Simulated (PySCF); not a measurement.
# Assignment exercise: C2H14OSi5

Atoms are numbered as in `[CH3:1][Si@@H:2]1[Si@@H:3]([CH3:4])[SiH2:5][Si@@H:6]1[O:7][SiH3:8]`. Each H is labelled by its parent atom. Ha(Si5) is cis to C1 on the ring; Hb(Si5) is trans to C1 on the ring.

[PySCF: geometry: GFN2-xTB; shielding tensors at PBE0/pcSseg-1 (GIAO); in vacuum; rapidly exchanging positions averaged; one conformer; non-relativistic Hamiltonian]

Shifts are taken against calculated references (same method and geometry level): TMS for ¹³C (σref 186.93), ¹H (σref 31.72).

Question: Assign these signals to the numbered atoms. ¹³C{¹H} NMR (computed): δ -5.7, -6.5.

Answer: 
| δ (ppm) | atoms | environment | reason |
| --- | --- | --- | --- |
| -5.7 | C4 | methyl carbon bonded to Si | an electropositive neighbour leaves it electron-rich and shielded |
| -6.5 | C1 | methyl carbon bonded to Si | – |

C4 and C1 lie closer than the usual error of such a calculation, so a measured spectrum could show them in the other order.

Question: Assign these signals to the numbered atoms. ¹H NMR (400 MHz, computed): δ 6.66 (m, 1H), 5.03 (s, 3H), 4.75 (m, 1H), 4.70 (m, 1H), 4.32 (m, 1H), 3.93 (m, 1H), 0.54 (d, 3H), 0.32 (d, 3H).

Answer: 
| δ (ppm) | atoms | environment | reason |
| --- | --- | --- | --- |
| 6.66 | H(Si6) | hydrogen on a silicon bonded to O, 2 Si, in a 4-membered ring | – |
| 5.03 | H(Si8) | hydrogen on a silicon bonded to O | – |
| 4.75 | H(Si2) | hydrogen on a silicon bonded to C, 2 Si, in a 4-membered ring | – |
| 4.70 | H(Si3) | hydrogen on a silicon bonded to C, 2 Si, in a 4-membered ring | – |
| 4.32 | Ha(Si5) | hydrogen on a silicon bonded to 2 Si, in a 4-membered ring | – |
| 3.93 | Hb(Si5) | hydrogen on a silicon bonded to 2 Si, in a 4-membered ring | – |
| 0.54 | H(C1) | hydrogen on a methyl carbon bonded to Si | an electropositive neighbour shields it, as in TMS itself |
| 0.32 | H(C4) | hydrogen on a methyl carbon bonded to Si | – |

H(Si2) and H(Si3) lie closer than the usual error of such a calculation, so a measured spectrum could show them in the other order.

Shifts are as computed. Against solution values, carbons near 30 ppm lie about +3 ppm off and those near 130 ppm about +5 ppm. Of 1211 compounds with measured shifts, 218 miss one by over three times the rms of a fit or turn the order of signals round; such compounds aren't used in these exercises. No couplings were computed; multiplicities are counted from neighbouring protons, with m where these are inequivalent, close in shift, in a saturated or five-membered ring or joined by F or P, and br s for small geminal =CH2 splittings.
